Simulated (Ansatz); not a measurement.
Calculation: PBE0-D4/def2-TZVP run with Ansatz (an electronic-structure program). No frequencies were computed at this level.

Ansatz 0.2 input:
```yaml
crystal:
  periodic: [false, false, false]
  atoms:
    - { symbol: N, position_ang: [1.195462, 0.008261, -0.420379] }
    - { symbol: Si, position_ang: [-0.413346, 0.017357, 0.033429] }
    - { symbol: H, position_ang: [1.982663, -0.150941, 0.187404] }
    - { symbol: H, position_ang: [-0.768746, -0.230139, 1.43651] }
    - { symbol: H, position_ang: [-1.067103, -0.97551, -0.840337] }
    - { symbol: H, position_ang: [-0.928931, 1.330973, -0.396626] }
basis:
  gaussian: { orbitals: def2-tzvp }
hamiltonian:
  xc: pbe0
  dispersion: d4
relax:
  max_steps: 150
magnetization:
  spin_polarized: true
  initial_magnetization: 1
```

Output:

```
Functional definition: PBE0
599 factors; their error is unknown
mean field evaluation 1: about -9420.7107 eV, gradient 3.6e1 eV
mean field evaluation 2: about -9408.8760 eV, gradient 5.8e1 eV
mean field evaluation 4: about -9426.5525 eV, gradient 1.7e0 eV
mean field evaluation 8: about -9426.5766 eV, gradient 3.4e-2 eV
mean field evaluation 16: about -9426.6107 eV, gradient 7.0e-5 eV
mean field -9426.61068836 eV, -346.4215532112 hartree, gradient 4.2e-5 eV, S^2 0.754827; 2 other end points of the search recorded, 0 dependent functions left out
reference -9426.61071468 eV, -346.4215541782 hartree; 13, 12 occupied and 79, 80 virtual orbitals, 599 factors
relax step   1: F+E_penalty+E_count = -9426.66880977 eV  Δ(F+E_penalty+E_count) = +0.000e0 eV  max|allowed force component| = 1.507e0 eV/Å  Δτ_max = 0.0000 Å  (52 SCF iters, accepted)
these checks for a lower state are left out or cut short: starts, cluster_reference, orbital_swaps, neighbouring_geometries, increment
599 factors; their error is unknown
mean field evaluation 32: about -9426.6665 eV, gradient 1.0e-5 eV
mean field -9426.66650296 eV, -346.4236043596 hartree, gradient 1.0e-5 eV, S^2 0.754640; 0 other end points of the search recorded, 0 dependent functions left out
reference -9426.66652929 eV, -346.4236053274 hartree; 13, 12 occupied and 79, 80 virtual orbitals, 599 factors
relax step   2: F+E_penalty+E_count = -9426.72447649 eV  Δ(F+E_penalty+E_count) = -5.567e-2 eV  max|allowed force component| = 9.600e-1 eV/Å  Δτ_max = 0.0406 Å  (37 SCF iters, accepted)
these checks for a lower state are left out or cut short: starts, cluster_reference, orbital_swaps, neighbouring_geometries, increment
599 factors; their error is unknown
mean field -9426.69538917 eV, -346.4246659082 hartree, gradient 1.0e-5 eV, S^2 0.754519; 0 other end points of the search recorded, 0 dependent functions left out
reference -9426.69541548 eV, -346.4246668751 hartree; 13, 12 occupied and 79, 80 virtual orbitals, 599 factors
relax step   3: F+E_penalty+E_count = -9426.75315994 eV  Δ(F+E_penalty+E_count) = -2.868e-2 eV  max|allowed force component| = 2.719e-1 eV/Å  Δτ_max = 0.0300 Å  (37 SCF iters, accepted)
these checks for a lower state are left out or cut short: starts, cluster_reference, orbital_swaps, neighbouring_geometries, increment
599 factors; their error is unknown
mean field -9426.70785064 eV, -346.4251238589 hartree, gradient 9.8e-6 eV, S^2 0.754473; 0 other end points of the search recorded, 0 dependent functions left out
reference -9426.70787677 eV, -346.4251248190 hartree; 13, 12 occupied and 79, 80 virtual orbitals, 599 factors
relax step   4: F+E_penalty+E_count = -9426.76562006 eV  Δ(F+E_penalty+E_count) = -1.246e-2 eV  max|allowed force component| = 2.425e-1 eV/Å  Δτ_max = 0.0664 Å  (33 SCF iters, accepted)
these checks for a lower state are left out or cut short: starts, cluster_reference, orbital_swaps, neighbouring_geometries, increment
599 factors; their error is unknown
mean field -9426.71154142 eV, -346.4252594927 hartree, gradient 9.4e-6 eV, S^2 0.754397; 0 other end points of the search recorded, 0 dependent functions left out
reference -9426.71156756 eV, -346.4252604534 hartree; 13, 12 occupied and 79, 80 virtual orbitals, 599 factors
relax step   5: F+E_penalty+E_count = -9426.76928646 eV  Δ(F+E_penalty+E_count) = -3.666e-3 eV  max|allowed force component| = 2.235e-2 eV/Å  Δτ_max = 0.0383 Å  (36 SCF iters, accepted)
these checks for a lower state are left out or cut short: starts, cluster_reference, orbital_swaps, neighbouring_geometries, increment
599 factors; their error is unknown
mean field -9426.71159236 eV, -346.4252613648 hartree, gradient 1.4e-5 eV, S^2 0.754405; 0 other end points of the search recorded, 0 dependent functions left out
reference -9426.71161850 eV, -346.4252623252 hartree; 13, 12 occupied and 79, 80 virtual orbitals, 599 factors
relax step   6: F+E_penalty+E_count = -9426.76933577 eV  Δ(F+E_penalty+E_count) = -4.932e-5 eV  max|allowed force component| = 2.568e-3 eV/Å  Δτ_max = 0.0035 Å  (28 SCF iters, accepted)
these checks for a lower state are left out or cut short: starts, cluster_reference, orbital_swaps, neighbouring_geometries, increment
599 factors; their error is unknown
mean field evaluation 64: about -9426.7117 eV, gradient 1.8e-3 eV
mean field -9426.71165391 eV, -346.4252636267 hartree, gradient 1.5e-5 eV, S^2 0.754408; 0 other end points of the search recorded, 0 dependent functions left out
reference -9426.71168005 eV, -346.4252645870 hartree; 13, 12 occupied and 79, 80 virtual orbitals, 599 factors
relax step   7: F+E_penalty+E_count = -9426.76939671 eV  Δ(F+E_penalty+E_count) = -6.093e-5 eV  max|allowed force component| = 3.804e-2 eV/Å  Δτ_max = 0.0278 Å  (37 SCF iters, accepted)
these checks for a lower state are left out or cut short: starts, cluster_reference, orbital_swaps, neighbouring_geometries, increment
599 factors; their error is unknown
mean field -9426.71169846 eV, -346.4252652638 hartree, gradient 1.2e-5 eV, S^2 0.754404; 0 other end points of the search recorded, 0 dependent functions left out
reference -9426.71172460 eV, -346.4252662242 hartree; 13, 12 occupied and 79, 80 virtual orbitals, 599 factors
relax step   8: F+E_penalty+E_count = -9426.76944374 eV  Δ(F+E_penalty+E_count) = -4.703e-5 eV  max|allowed force component| = 4.457e-3 eV/Å  Δτ_max = 0.0023 Å  (31 SCF iters, accepted)
these checks for a lower state are left out or cut short: starts, cluster_reference, orbital_swaps, neighbouring_geometries, increment
599 factors; their error is unknown
mean field -9426.71172167 eV, -346.4252661166 hartree, gradient 2.2e-5 eV, S^2 0.754402; 0 other end points of the search recorded, 0 dependent functions left out
reference -9426.71174780 eV, -346.4252670771 hartree; 13, 12 occupied and 79, 80 virtual orbitals, 599 factors
relax step   9: F+E_penalty+E_count = -9426.76946776 eV  Δ(F+E_penalty+E_count) = -2.403e-5 eV  max|allowed force component| = 9.922e-3 eV/Å  Δτ_max = 0.0036 Å  (31 SCF iters, accepted)
these checks for a lower state are left out or cut short: starts, cluster_reference, orbital_swaps, neighbouring_geometries, increment
599 factors; their error is unknown
mean field -9426.71234572 eV, -346.4252890502 hartree, gradient 3.1e-5 eV, S^2 0.754396; 0 other end points of the search recorded, 0 dependent functions left out
reference -9426.71237184 eV, -346.4252900099 hartree; 13, 12 occupied and 79, 80 virtual orbitals, 599 factors
relax step  10: F+E_penalty+E_count = -9426.77009865 eV  Δ(F+E_penalty+E_count) = -6.309e-4 eV  max|allowed force component| = 1.269e-2 eV/Å  Δτ_max = 0.0532 Å  (37 SCF iters, accepted)
these checks for a lower state are left out or cut short: starts, cluster_reference, orbital_swaps, neighbouring_geometries, increment
599 factors; their error is unknown
mean field -9426.65589334 eV, -346.4232144634 hartree, gradient 3.4e-5 eV, S^2 0.754525; 0 other end points of the search recorded, 0 dependent functions left out
reference -9426.65591922 eV, -346.4232154146 hartree; 13, 12 occupied and 79, 80 virtual orbitals, 599 factors
relax step  11: F+E_penalty+E_count = -9426.71365437 eV  Δ(F+E_penalty+E_count) = +5.644e-2 eV  max|allowed force component| = 1.439e0 eV/Å  Δτ_max = 0.1959 Å  (39 SCF iters, rejected (line search))
these checks for a lower state are left out or cut short: starts, cluster_reference, orbital_swaps, neighbouring_geometries, increment
599 factors; their error is unknown
mean field evaluation 96: about -9426.7119 eV, gradient 2.7e-1 eV
mean field -9426.71429392 eV, -346.4253606450 hartree, gradient 1.3e-5 eV, S^2 0.754381; 0 other end points of the search recorded, 0 dependent functions left out
reference -9426.71431998 eV, -346.4253616027 hartree; 13, 12 occupied and 79, 80 virtual orbitals, 599 factors
relax step  12: F+E_penalty+E_count = -9426.77206015 eV  Δ(F+E_penalty+E_count) = -1.962e-3 eV  max|allowed force component| = 3.585e-2 eV/Å  Δτ_max = 0.0925 Å  (38 SCF iters, accepted)
these checks for a lower state are left out or cut short: starts, cluster_reference, orbital_swaps, neighbouring_geometries, increment
599 factors; their error is unknown
mean field -9426.71463596 eV, -346.4253732148 hartree, gradient 2.3e-5 eV, S^2 0.754385; 0 other end points of the search recorded, 0 dependent functions left out
reference -9426.71466202 eV, -346.4253741724 hartree; 13, 12 occupied and 79, 80 virtual orbitals, 599 factors
relax step  13: F+E_penalty+E_count = -9426.77240151 eV  Δ(F+E_penalty+E_count) = -3.414e-4 eV  max|allowed force component| = 4.349e-2 eV/Å  Δτ_max = 0.0128 Å  (38 SCF iters, accepted)
these checks for a lower state are left out or cut short: starts, cluster_reference, orbital_swaps, neighbouring_geometries, increment
599 factors; their error is unknown
mean field -9426.71489328 eV, -346.4253826711 hartree, gradient 1.4e-5 eV, S^2 0.754304; 0 other end points of the search recorded, 0 dependent functions left out
reference -9426.71491928 eV, -346.4253836265 hartree; 13, 12 occupied and 79, 80 virtual orbitals, 599 factors
relax step  14: F+E_penalty+E_count = -9426.77268849 eV  Δ(F+E_penalty+E_count) = -2.870e-4 eV  max|allowed force component| = 2.411e-1 eV/Å  Δτ_max = 0.0804 Å  (38 SCF iters, accepted)
these checks for a lower state are left out or cut short: starts, cluster_reference, orbital_swaps, neighbouring_geometries, increment
599 factors; their error is unknown
mean field evaluation 128: about -9426.7174 eV, gradient 6.5e-6 eV
mean field -9426.71739688 eV, -346.4254746767 hartree, gradient 6.5e-6 eV, S^2 0.754287; 0 other end points of the search recorded, 0 dependent functions left out
reference -9426.71742294 eV, -346.4254756345 hartree; 13, 12 occupied and 79, 80 virtual orbitals, 599 factors
relax step  15: F+E_penalty+E_count = -9426.77519305 eV  Δ(F+E_penalty+E_count) = -2.505e-3 eV  max|allowed force component| = 4.197e-2 eV/Å  Δτ_max = 0.0719 Å  (40 SCF iters, accepted)
these checks for a lower state are left out or cut short: starts, cluster_reference, orbital_swaps, neighbouring_geometries, increment
599 factors; their error is unknown
mean field -9426.71784974 eV, -346.4254913189 hartree, gradient 3.6e-5 eV, S^2 0.754258; 0 other end points of the search recorded, 0 dependent functions left out
reference -9426.71787579 eV, -346.4254922764 hartree; 13, 12 occupied and 79, 80 virtual orbitals, 599 factors
relax step  16: F+E_penalty+E_count = -9426.77565695 eV  Δ(F+E_penalty+E_count) = -4.639e-4 eV  max|allowed force component| = 1.073e-2 eV/Å  Δτ_max = 0.0400 Å  (36 SCF iters, accepted)
these checks for a lower state are left out or cut short: starts, cluster_reference, orbital_swaps, neighbouring_geometries, increment
599 factors; their error is unknown
mean field -9426.71788072 eV, -346.4254924574 hartree, gradient 9.4e-6 eV, S^2 0.754252; 0 other end points of the search recorded, 0 dependent functions left out
reference -9426.71790679 eV, -346.4254934155 hartree; 13, 12 occupied and 79, 80 virtual orbitals, 599 factors
relax step  17: F+E_penalty+E_count = -9426.77569433 eV  Δ(F+E_penalty+E_count) = -3.738e-5 eV  max|allowed force component| = 1.877e-2 eV/Å  Δτ_max = 0.0207 Å  (36 SCF iters, accepted)
these checks for a lower state are left out or cut short: starts, cluster_reference, orbital_swaps, neighbouring_geometries, increment
599 factors; their error is unknown
mean field -9426.71794188 eV, -346.4254947050 hartree, gradient 5.9e-6 eV, S^2 0.754244; 0 other end points of the search recorded, 0 dependent functions left out
reference -9426.71796794 eV, -346.4254956628 hartree; 13, 12 occupied and 79, 80 virtual orbitals, 599 factors
relax step  18: F+E_penalty+E_count = -9426.77575231 eV  Δ(F+E_penalty+E_count) = -5.797e-5 eV  max|allowed force component| = 7.838e-3 eV/Å  Δτ_max = 0.0087 Å  (39 SCF iters, accepted)
599 factors; their error is unknown
mean field evaluation 160: about -9426.7179 eV, gradient 2.9e-2 eV
mean field -9426.71794188 eV, -346.4254947050 hartree, gradient 2.4e-5 eV, S^2 0.754244; 3 other end points of the search recorded, 0 dependent functions left out
reference -9426.71796794 eV, -346.4254956628 hartree; 13, 12 occupied and 79, 80 virtual orbitals, 599 factors
Total energy: -9426.77577837 eV, -346.4276201569 hartree
Atom 0 at     1.270688    -0.288845    -0.405805 Å, force    -0.007837     0.003894     0.006177 eV/Å
Atom 1 at    -0.424133    -0.046528    -0.030143 Å, force    -0.000487    -0.002825    -0.002412 eV/Å
Atom 2 at     1.882782     0.230154     0.228268 Å, force     0.002478    -0.000208    -0.001347 eV/Å
Atom 3 at    -0.707465    -0.314100     1.409342 Å, force     0.003086    -0.000019    -0.004035 eV/Å
Atom 4 at    -1.241379    -0.951315    -0.871702 Å, force     0.000020     0.001735     0.001608 eV/Å
Atom 5 at    -0.780494     1.370635    -0.329958 Å, force     0.002741    -0.002577     0.000009 eV/Å
Dipole moment:    -0.034186     0.177290     0.232240 e Å
```

Cost: very roughly 50 core-seconds.
